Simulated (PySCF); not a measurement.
C₂H₇NSi₂. Atoms are numbered in the order given.

```xyz
12

N      2.2771    -1.3142     0.8138
C      1.7177    -0.3003     0.8775
C      0.9657     0.9435     0.9026
Si    -0.2939     1.0510    -0.5484
Si    -1.6756    -0.8507    -0.5446
H      1.6562     1.8014     0.8500
H      0.4159     1.0224     1.8553
H     -1.0830     2.3016    -0.3438
H      0.4686     1.1634    -1.8245
H     -2.2864    -1.0048     0.8091
H     -2.7631    -0.6841    -1.5526
H     -0.8752    -2.0642    -0.8686
```

Coordinates come from a B3LYP-D3(BJ)/def2-SVP optimisation. The structure was generated by enumeration, and PubChem lists no compound with its InChIKey, so it may never have been made. The values are those of a single conformer.

Level of theory: PBE0/pcSseg-1 run with PySCF.

GIAO shieldings, no solvent; atoms listed in one row are averaged. δ = σ(ref) − σ: ¹⁵N against NH3 (σ = 267.4 ppm); ¹³C against TMS (σ = 186.3 ppm); ²⁹Si against TMS (σ = 352.7 ppm); ¹H against TMS (σ = 31.56 ppm), references at their B3LYP-D3(BJ)/def2-TZVP geometries, non-relativistic.

Computed chemical shifts:
```csv
nucleus,atoms,count,δ (ppm)
¹⁵N,N1,1,307.6
¹³C,C2,1,124.3
¹³C,C3,1,-0.1
²⁹Si,Si4,1,-62.0
²⁹Si,Si5,1,-107.7
¹H,H9,1,4.46
¹H,H8,1,4.29
¹H,"H10, H11, H12",3,3.95
¹H,H6,1,2.16
¹H,H7,1,1.76
```
